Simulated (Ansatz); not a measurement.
Problem. Name a neutral molecule of C, F, Hf, N, Si and H with size of the dipole moment (B3LYP/def2-TZVPP) between 2.40 and 2.70 D and HOMO–LUMO gap (PBE0/def2-TZVPP) between 6.00 and 6.30 eV (Ansatz, PBE0-D4/def2-TZVP geometry).

Solution. `[NH2][Hf]1234([NH2])([F])[C@@H]5[C@H]1[C@H]2[C@@]3([SiH3])[C@@H]54` (2.63 D, 6.27 eV). Other molecules can fit too; these were computed, each in one conformer that needn't be the lowest.

B3LYP here is the variant with VWN-RPA as its local correlation; programs differ in this.
